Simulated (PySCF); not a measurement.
# SMILES C#CCNc1coc(=O)o1, C6H5NO3

Cartesian coordinates in Å; atom numbers follow the order of the lines, from 1:
```xyz
15

C     2.7131    1.2925    0.6375
C     2.1891    0.2532    0.3591
C     1.4842   -0.9530   -0.0427
N     0.3952   -0.6782   -0.9733
C    -0.7856   -0.1964   -0.4886
C    -1.7928    0.4900   -1.0597
O    -2.8096    0.6102   -0.1262
C    -2.4020    0.0062    0.9939
O    -3.0105   -0.0856    2.0107
O    -1.1505   -0.5023    0.7966
H     3.1954    2.1828    0.9128
H     1.0590   -1.4407    0.8384
H     2.1776   -1.6426   -0.5337
H     0.6822   -0.2390   -1.8372
H    -1.9490    0.9110   -2.0265
```

Method: GIAO BLYP/pcSseg-0 magnetisability, rotational g tensor and spin-rotation constants, non-relativistic, gas phase in PySCF. Geometry: GFN2-xTB.

(1) Give the nuclear spin-rotation constants along the inertial axes (H = +C I·J) beside the isotropic shieldings.

Results:

(1) Rotational constants 2.8171, 0.8134, 0.7455 GHz. A star marks the isotopologue with that one atom substituted, in its own axes.
```csv
atom,isotope,Caa (kHz),Cbb (kHz),Ccc (kHz),mean (kHz),σ (ppm)
N4,14N,0.166,0.052,0.047,0.088,183.9
H11,1H,-0.294,-0.087,-0.026,-0.135,31.5
H12,1H,-0.201,-0.033,-0.051,-0.095,28.5
H13,1H,-0.127,-0.072,-0.044,-0.081,29.2
H14,1H,-0.322,-0.037,-0.080,-0.146,31.7
H15,1H,-0.333,0.029,-0.057,-0.120,27.0
C1,13C*,0.753,0.220,0.114,0.362,108.4
C2,13C*,0.853,0.251,0.078,0.394,104.1
C3,13C*,0.487,0.133,0.122,0.247,150.1
C5,13C*,1.082,0.320,0.201,0.534,30.9
C6,13C*,0.782,0.274,0.181,0.412,72.2
O7,17O*,-0.831,-0.185,-0.115,-0.377,119.3
C8,13C*,1.093,0.235,0.273,0.533,30.3
O9,17O*,-1.109,-0.281,-0.142,-0.511,16.1
O10,17O*,-0.670,-0.249,-0.135,-0.351,101.0
```
For the geometry as given, no vibrational averaging.
